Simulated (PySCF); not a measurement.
## How methods differ on the excitation energy of Si⁺

Si⁺ [Ne] 3s2 3p1 (2P) → Si⁺ [Ne] 3s1 3p2 (4P), as a difference of total energies. All numbers are calculated (PySCF 2.14, the spin-free X2C one-electron Hamiltonian (Gaussian nucleus), in aug-cc-pCVTZ-DK (8s7p5d3f, 75 functions)). Correlated levels: valence and next inner shell: 1s2 frozen. The calculations carry no spin-orbit coupling.

| method | excitation energy (eV) |
| --- | --- |
| UHF | 3.945 |
| MP2 (valence and next inner shell) | 4.988 |
| SCS-MP2 (valence and next inner shell) | 5.288 |
| CCSD (valence and next inner shell) | 5.220 |
| CCSD(T) (valence and next inner shell) | 5.275 |

Task: How much does correlation contribute at CCSD(T) (valence and next inner shell)?

Result: 5.275 − (3.945) = 1.330 eV, measured against UHF.

Errors of the correlated levels include the incompleteness of this basis and the frozen core.

For comparison: 5.308 eV (measured; NIST levels, between the centres of gravity of the two terms).
